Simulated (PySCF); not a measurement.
In(H)(Br)(vinyl) (C2H4BrIn), SMILES C=[CH][InH][Br].

Geometry optimised at PBE0-D3(BJ)/def2-SVP. The def2 effective core potentials stand for the cores of In; spin–orbit coupling is left out. One conformer was computed; it need not be the lowest.

Two levels are set side by side: PBE/def2-TZVP (PySCF) and r2SCAN/def2-TZVP (PySCF). Same geometry, gas phase. Differences are taken from unrounded values.

| quantity | r2SCAN |
|---|---|
| orbital gap (eV) | 4.20 |
| highest occupied level (eV) | -6.73 |
| lowest empty level (eV) | -2.53 |
| dipole moment (D) | 3.43 |
| mean polarisability (bohr³) | 83.4 |

**Question.** What does PBE give, and how far is it from r2SCAN? (An estimate is asked for; the answer gives what the named calculation found.)

**Answer.** 
| quantity | PBE | PBE minus r2SCAN |
|---|---|---|
| orbital gap (eV) | 3.72 | -0.48 |
| highest occupied level (eV) | -6.44 | 0.30 |
| lowest empty level (eV) | -2.72 | -0.18 |
| dipole moment (D) | 3.28 | -0.14 |
| mean polarisability (bohr³) | 85.7 | 2.3 |

Rough cost on one machine, each run with all the roots and properties that it gave: r2SCAN against PBE about 3 times.
